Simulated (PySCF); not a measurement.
Predicted spectroscopic data

Computed data (PySCF 2.14.0 with density-fitted response routines): PBE0/pcSseg-1 with gauge-including orbitals, geometry: GFN2-xTB. Relativity neglected, single conformer, rapidly exchanging positions averaged, gas phase.

References, each an isolated molecule treated in the same way: 1H, 13C against TMS. Splittings of carbon signals by F and P are missing where no couplings were computed. Where no couplings were computed, multiplicities follow the n + 1 count of equivalent neighbours, and m marks all less simple cases (inequivalent or close neighbours, rings, F or P nearby). Shifts are as computed. Against solution values, carbons near 30 ppm lie about +3 ppm off and those near 130 ppm about +5 ppm; carbons on Cl a further +6 ppm. Of 1211 compounds with measured shifts, 218 miss one by over three times the rms of a fit or turn the order of signals round; such compounds aren't used in these exercises. Carbons bonded to Cl come out too deshielded.

Compound 1 (C10H8). 1H NMR (400 MHz, computed): δ 8.75 (d, 1H), 8.75 (d, 1H), 8.36 (m, 1H), 8.14 (m, 1H), 7.77 (m, 1H), 7.77 (m, 1H), 7.58 (m, 1H), 7.58 (m, 1H). 13C{1H} NMR (computed): δ 144.8, 144.2, 144.2, 144.2, 144.1, 143.6, 127.5, 127.4, 123.0, 122.9. Structure: SMILES C1=CC=CC=C2C=CC=C21.

Compound 2 (C5HClF4). 1H NMR (400 MHz, computed): δ 5.35 (m, 1H). 13C{1H} NMR (computed): δ 159.8, 126.2, 121.9, 105.3, 90.4. Structure: SMILES C1(=C/Cl)C(F)=C/1C(F)(F)F.
